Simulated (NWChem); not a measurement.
NWChem timings: SbH3 (stibine)

The species is SbH3 (4 atoms), meant as a singlet with charge 0. SMILES: `[SbH3]`. The Sb1–H3 distance was set to 2.561 Å, away from the relaxed value. At this shape a bond of the SMILES string is far longer than usual.

```tsv
atom	x (Å)	y (Å)	z (Å)
Sb	1.2040	0.0275	-0.7012
H	1.5916	0.4095	0.9172
H	-1.0391	-0.9844	0.0089
H	0.4867	1.5592	-0.9350
```

Program: NWChem 7.3.0. Hardware: 1 thread of Intel Xeon at 2.30GHz, shared host, so times are rough. Two-electron integrals are exact unless an approximation is named.

(1) Estimate their order by wall time, quickest first.
A. energy at SVWN5/def2-TZVPP (core potential), grid fine
B. energy at CCSD(T)/def2-TZVPP (core potential), 4 core orbitals frozen
C. energy at HF/3-21G

Results:

(1) C (2.4 s), A (13 s), B (2.6 min).
